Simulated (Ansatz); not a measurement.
Input file for Ansatz (a quantum-chemistry and plane-wave program): R-B3LYP/def2-TZVPP on CH5B (SMILES BC), atoms moved off the minimum.

Ansatz 0.2 input:
```yaml
crystal:
  periodic: [false, false, false]
  atoms:
    - {symbol: B, position_ang: [-0.46975152, -0.67536055, 0.04198849]}
    - {symbol: H, position_ang: [-0.08575094, -1.57197454, 0.73573115]}
    - {symbol: H, position_ang: [-1.60961905, -0.74749537, -0.40733239]}
    - {symbol: C, position_ang: [0.36847572, 0.56009532, -0.05952369]}
    - {symbol: H, position_ang: [0.11620067, 1.23440643, 0.75093897]}
    - {symbol: H, position_ang: [0.10861437, 0.98389699, -0.97715897]}
    - {symbol: H, position_ang: [1.52226446, 0.43866100, 0.10191000]}
basis:
  gaussian:
    orbitals: def2-TZVPP
hamiltonian:
  xc: {name: B3LYP}
scf: {lower_state_search: off}
output: {forces: true}
```

The head of its log:

```
WARN ansatz: RAYON_NUM_THREADS=1 ignored (pool sized by the plan → 1); use --threads N
Functional definition: B3LYP
these checks for a lower state are left out or cut short: stability, starts, cluster_reference, orbital_swaps, neighbouring_geometries, increment
integrals: 0.03 GiB planned
644 factors; their error is unknown
mean field: 0.36 GiB planned
mean field evaluation 1: about -1788.4653 eV, gradient 5.3e1 eV
mean field evaluation 2: about -1785.7276 eV, gradient 5.9e1 eV
```

Question: Give the final energy of this run.

Answer: -65.9644 hartree.
